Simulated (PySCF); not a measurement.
Isomers of C3H11NSi2, one GFN2-xTB conformer each. Single-point energies are computed at PBE0/pcSseg-1 (PySCF, gas phase, no added dispersion term), electronic only.

```csv
SMILES,GFN2-xTB relative energy (kcal/mol)
C=C[Si@@](C)(N)[SiH3],43.3
C=CCN([SiH3])[SiH3],0.0
CNC1[SiH2]C[SiH2]1,47.2
C1CN[SiH2][SiH2]C1,6.9
```

Conformers: `[CH2:1]=[CH:2][Si@@:3]([CH3:4])([NH2:5])[SiH3:6]` with C1–C2–Si3–C4 -142°, C2–Si3–N5–H -51° and 171°; `[CH2:1]=[CH:2][CH2:3][N:4]([SiH3:5])[SiH3:6]` with C1–C2–C3–N4 116°, C2–C3–N4–Si5 -79°; `[CH3:1][NH:2][CH:3]1[SiH2:4][CH2:5][SiH2:6]1` with C1–N2–C3–Si4 180°, N2–C3–Si4–C5 127°, C3–Si4–C5–Si6 -8°, Si4–C5–Si6–C3 8°, N2–C3–Si6–C5 -128°; `[CH2:1]1[CH2:2][NH:3][SiH2:4][SiH2:5][CH2:6]1` with C6–C1–C2–N3 -77°, C1–C2–N3–Si4 65°, C2–N3–Si4–Si5 -39°, N3–Si4–Si5–C6 25°.

Task: What does PBE0/pcSseg-1 give for the same structures?

Result: 
```
               SMILES  PBE0/pcSseg-1 E (Eh)  PBE0/pcSseg-1 (kcal/mol)  GFN2-xTB (kcal/mol)  point group
   C1CN[SiH2][SiH2]C1            -754.18966                       0.0                  6.9           C1
C=C[Si@@](C)(N)[SiH3]            -754.18382                       3.7                 43.3           C1
  C=CCN([SiH3])[SiH3]            -754.15868                      19.4                  0.0           C1
   CNC1[SiH2]C[SiH2]1            -754.14794                      26.2                 47.2           C1
```

GFN2-xTB puts C=CCN([SiH3])[SiH3] lowest instead; measured from each level's own lowest isomer, the values differ by up to 39.6 kcal/mol (C=C[Si@@](C)(N)[SiH3]: 43.3 against 3.7). As drawn, the lowest has an Si–Si bond, which the highest lacks; the highest has a four-membered ring, which the lowest lacks.

Task: Which frontier levels, dipoles and rotational constants go with these structures?

Result: 
```csv
SMILES,"HOMO (eV, PBE0/pcSseg-1)",LUMO (eV),dipole (D),"A, B, C (MHz)"
C1CN[SiH2][SiH2]C1,-6.58,-0.07,1.41,"2601, 2524, 1393"
C=C[Si@@](C)(N)[SiH3],-7.11,-0.40,1.55,"2415, 1561, 1348"
C=CCN([SiH3])[SiH3],-6.96,-0.03,0.52,"2777, 1670, 1176"
CNC1[SiH2]C[SiH2]1,-6.17,-0.09,0.93,"3444, 1734, 1241"
```

Task: As an exercise, what shares would exp(−E/RT) give at 2000 K from these electronic energies alone (no entropy, no degeneracies)?

Result: RT = 3.974 kcal/mol: C1CN[SiH2][SiH2]C1 71.1 %, C=C[Si@@](C)(N)[SiH3] 28.3 %, C=CCN([SiH3])[SiH3] 0.5 %, CNC1[SiH2]C[SiH2]1 0.1 %.
